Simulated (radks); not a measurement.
Ce3+, configuration [Xe] 4f1 (the NIST ground configuration). Calculated with a radial shooting solver on a logarithmic mesh with Libxc functionals: Dirac Kohn-Sham, LDA (Slater exchange, VWN5 correlation), spin-unpolarised, spherical densities, finite nucleus; open shells fill j = l - 1/2 first; Fermi nuclear charge, rms radius 4.8771 fm.

Unscreened Slater integrals over Kohn-Sham orbitals (cm^-1). Large and small components are both included. Empty in this configuration: 4f7/2.

| integral | value |
|---|---|
| F0(4f5/2,4f5/2) | 193500 |
| F2(4f5/2,4f5/2) | 90332 |
| F4(4f5/2,4f5/2) | 56328 |
| F0(4f5/2,5p3/2) | 133270 |
| F2(4f5/2,5p3/2) | 49845 |
| G2(4f5/2,5p3/2) | 28481 |
| G4(4f5/2,5p3/2) | 21705 |
| F0(4f5/2,5p1/2) | 137810 |
| G2(4f5/2,5p1/2) | 31589 |
| F0(4f5/2,5s1/2) | 148670 |
| G3(4f5/2,5s1/2) | 32528 |
| F0(4f5/2,4f7/2) | 192680 |
| F2(4f5/2,4f7/2) | 89926 |
| F4(4f5/2,4f7/2) | 56070 |
| G2(4f5/2,4f7/2) | 89799 |
| G4(4f5/2,4f7/2) | 55995 |
| G6(4f5/2,4f7/2) | 40183 |
| F0(5p3/2,5p3/2) | 113590 |
| F2(5p3/2,5p3/2) | 61492 |
| F0(5p3/2,5p1/2) | 115960 |
| G2(5p3/2,5p1/2) | 62349 |
| F0(5p3/2,5s1/2) | 121290 |
| G1(5p3/2,5s1/2) | 80665 |
| F0(5p3/2,4f7/2) | 133010 |
| F2(5p3/2,4f7/2) | 50040 |
| G2(5p3/2,4f7/2) | 28842 |
| G4(5p3/2,4f7/2) | 21937 |
| F0(5p1/2,5p1/2) | 118560 |
| F0(5p1/2,5s1/2) | 124390 |
| G1(5p1/2,5s1/2) | 85240 |
| F0(5p1/2,4f7/2) | 137530 |
| G4(5p1/2,4f7/2) | 24080 |
| F0(5s1/2,5s1/2) | 131420 |
| F0(5s1/2,4f7/2) | 148320 |
| G3(5s1/2,4f7/2) | 32805 |
| F0(4f7/2,4f7/2) | 191870 |
| F2(4f7/2,4f7/2) | 89529 |
| F4(4f7/2,4f7/2) | 55818 |
| F6(4f7/2,4f7/2) | 40054 |
